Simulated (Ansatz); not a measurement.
A nudged elastic band was laid between two geometries of CH4SSeSi (8 atoms, charge 0, multiplicity 1).

All numbers below come from RKS PBE-D4/def2-SVP (Ansatz 0.2.0).

```yaml
movable_images: 5
climbing_image: yes
spring: 5.0 eV/Å²
optimiser: quadratic models (default)
start_path: through a guess of the saddle point
force_threshold: 0.03 eV/Å
iteration_limit: 60
end_points: relaxed
```

Initial state:

```xyz
8
Properties=species:S:1:pos:R:3
S -0.033 2.642 -1.043
C -0.121 1.487 0.108
Si 0.129 -0.336 -0.367
Se -0.319 -1.561 1.539
H -0.312 1.769 1.169
H 1.547 -0.529 -0.832
H -0.798 -0.679 -1.500
H 0.000 -2.849 0.871
```

Final state:

```xyz
8
Properties=species:S:1:pos:R:3
S 0.005 2.777 -1.040
C 0.141 1.384 -0.163
Si 0.371 -0.087 -1.318
Se -0.103 -1.978 0.443
H 0.215 1.422 0.950
H -0.650 -1.232 1.614
H -1.118 -0.286 -1.644
H 1.229 -2.058 1.102
```

Problem. What changes between the two ends?

Solution. Bonds broken: Si3–H6. Bonds formed: Se4–H6.

Problem. What energy profile does the band end with?

Solution. It converged. The highest image is number 3 of 0 to 6, 194.0 kJ/mol above the first end and 25.3 kJ/mol above the last; the last end lies 168.7 kJ/mol above the first. The profile has 2 maxima (images 3, 5) with wells between them (image 4): this band takes more than one step, which may be the mechanism or a detour left from its start path. A vibrational analysis at the climbing image gives one clearly imaginary mode, 382i cm⁻¹: a first-order saddle point. The orbitals stay closed-shell, which can raise the energy where a bond breaks towards radicals; this wasn't checked here.

| image | path coordinate (Å) | energy (kJ/mol) | Si3–H6 (Å) | Se4–H6 (Å) |
| --- | --- | --- | --- | --- |
| 0 | 0.00 | 0.0 | 1.51 | 3.19 |
| 1 | 0.63 | 11.9 | 1.50 | 2.93 |
| 2 | 1.25 | 115.5 | 1.49 | 2.30 |
| 3 | 1.88 | 194.0 | 1.70 | 1.74 |
| 4 | 3.47 | 169.9 | 3.38 | 1.49 |
| 5 | 5.07 | 172.0 | 3.24 | 1.49 |
| 6 | 6.66 | 168.7 | 3.31 | 1.49 |

Problem. What is the geometry of the highest image?

Solution. 
```xyz
8
Properties=species:S:1:pos:R:3:forces:R:3
S -0.390 2.625 -1.331 -0.01 0.00 0.02
C -0.109 1.617 -0.049 0.01 0.01 -0.03
Si 0.261 -0.051 -0.778 0.00 -0.02 0.01
Se 0.351 -1.691 1.515 0.00 0.00 0.00
H -0.045 1.991 0.995 -0.01 0.00 0.00
H 1.235 -1.117 0.125 0.00 0.00 0.00
H -1.073 -0.621 -1.204 0.00 0.00 0.00
H -0.140 -2.811 0.672 0.00 0.00 0.00
```

Time of the run: 4 min on 2 threads of Intel(R) Xeon(R) Platinum 8375C CPU @ 2.90GHz (Ice Lake), with other jobs on the host, peak memory 0.17 GiB.
